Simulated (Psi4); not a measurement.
FIn (SMILES [F][In]), singlet, geometry from GFN2-xTB (such geometries of metal compounds can be far from the true shape) (core potentials on In). Base run: Psi4 1.11 with B3LYP/def2-SV(P).

Geometry (Å):
```xyz
2

In     0.0000     0.0000    -0.3142
F      0.0000     0.0000     1.7107
```
All else is at Psi4's defaults (density fitting).
Base energy -290.01899 Eh.

The base run was repeated with changes; each row names its change, and settings that it needs were set with it.

```csv
change,ΔE vs base (mEh),SCF cycles,grid points,basis functions
base,0.000,9,42909,40
dft_pruning_scheme = treutler,0.000,9,33267,40
diis_max_vecs = 3,0.000,10,42909,40
puream = true,0.000,9,42909,40
puream = false,-3.701,9,42909,43
dft_spherical_points = 974,0.004,9,137393,40
guess = core,0.000,11,42909,40
dft_nuclear_scheme = becke,-0.021,9,42772,40
df_basis_scf = def2-universal-jkfit,0.000,9,42909,40
dft_radial_points = 35,0.130,9,20241,40
dft_nuclear_scheme = stratmann,-0.004,9,41391,40
dft_radial_scheme = becke,-0.001,9,37783,40
ints_tolerance = 1e-8,0.000,9,42909,40
```
